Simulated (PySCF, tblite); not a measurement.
Isomers of C4H9SSi2 (doublet state). All values are computed: GFN2-xTB (tblite) harmonic vibrations without scaling, gas phase. Against measured fundamentals such values can be off by several per cent, at times by over 20. Modes of hydrogen on silicon can be 10 to 20 % off. One conformer each. Open shells enter through the occupations alone, without spin polarisation, and single modes of such species can be off by tens of per cent.

Electronic energies: B3LYP/pcH-1 single points on the GFN2-xTB geometries (PySCF, gas phase).

```
                SMILES  electronic energy, lowest = 0 (kJ/mol)
     C[SiH]C#C[SiH2]SC                                    17.9
[CH2][SiH2]C#C[SiH2]SC                                    65.4
     C[SiH2]C#C[SiH]SC                                     0.0
```

Task: How do GFN2-xTB zero-point energies change the relative energies?

Result: 
```json
{"SMILES": "C[SiH2]C#C[SiH]SC", "ZPE (kJ/mol)": "284.3", "of it from modes above 1550 cm⁻¹": "162.1", "electronic (kJ/mol)": "0.0", "with ZPE, lowest = 0 (kJ/mol)": "0.0", "lowest mode (cm⁻¹)": "9", "rings": "0"}
{"SMILES": "C[SiH]C#C[SiH2]SC", "ZPE (kJ/mol)": "284.1", "of it from modes above 1550 cm⁻¹": "162.2", "electronic (kJ/mol)": "17.9", "with ZPE, lowest = 0 (kJ/mol)": "17.7", "lowest mode (cm⁻¹)": "21", "rings": "0"}
{"SMILES": "[CH2][SiH2]C#C[SiH2]SC", "ZPE (kJ/mol)": "269.9", "of it from modes above 1550 cm⁻¹": "159.0", "electronic (kJ/mol)": "65.4", "with ZPE, lowest = 0 (kJ/mol)": "51.0", "lowest mode (cm⁻¹)": "11", "rings": "0"}
```

The zero-point energies span 14.4 kJ/mol, from `[CH2][SiH2]C#C[SiH2]SC` to `C[SiH2]C#C[SiH]SC`. The order is unchanged.

Task: And how do the electronic energies of GFN2-xTB itself compare?

Result: `C[SiH2]C#C[SiH]SC` 5.3; `C[SiH]C#C[SiH2]SC` 0.0; `[CH2][SiH2]C#C[SiH2]SC` 81.3 kJ/mol, lowest = 0. Against the energies above, taken from the same isomer `C[SiH2]C#C[SiH]SC`, the largest difference is 23.2 kJ/mol.
